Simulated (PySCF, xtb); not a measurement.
F3Si, SMILES F[Si](F)F, multiplicity 2.

Harmonic wavenumbers (cm⁻¹) from GFN2-xTB (xtb) at its own minimum, in rising order: 208, 208, 304, 814, 902, 902.

**Question.** What does PySCF 2.14.0 with PBE-D3(BJ)/def2-TZVP give at its own minimum? (An estimate is asked for; the answer gives what the named calculation found.)

**Answer.** 269, 269, 380, 784, 910, 910. Paired by order, the mean absolute difference is 41 cm⁻¹ and the zero-point energies are 4.8 and 5.0 kcal/mol.
